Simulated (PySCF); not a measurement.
## Argon: a sound run and one with changed settings

Sound run: Ar²⁺ [Ne] 3s2 3p4, Ar³⁺ [Ne] 3s2 3p3. Computed with PySCF 2.14 in pcseg-2 (5s4p2d1f, 34 functions), with no relativity, point nucleus. In the sound run the correlated levels freeze [Ne]. The sound run starts from symmetry-adapted Hartree-Fock orbitals and uses a fine grid where one is needed.

Changed run: basis STO-3G. This setting is unsound on purpose.

```csv
species,method,sound run (hartree),changed run (hartree),converged
Ar²⁺,UHF,-525.29946,-519.70618,yes
Ar²⁺,BP86,-525.99159,-520.25999,yes
Ar²⁺,LDA,-524.32619,-518.57817,yes
Ar²⁺,MP2,-525.42009,-519.70618,yes
Ar³⁺,UHF,-523.85191,-518.16092,yes
Ar³⁺,BP86,-524.48807,-518.65034,yes
Ar³⁺,LDA,-522.82523,-516.97562,yes
Ar³⁺,MP2,-523.94440,-518.16092,yes
```

Ionisation energy of Ar²⁺:

```
 method  sound run (eV)  changed run (eV)
    UHF          39.390            42.049
   BP86          40.913            43.801
    LDA          40.843            43.608
    MP2          40.155            42.049
SCS-MP2          40.227            42.049
```

A minimal basis cannot let orbitals breathe on ionisation and holds almost no correlation.

For comparison, NIST gives 40.735 ± 0.012 eV between the lowest levels.
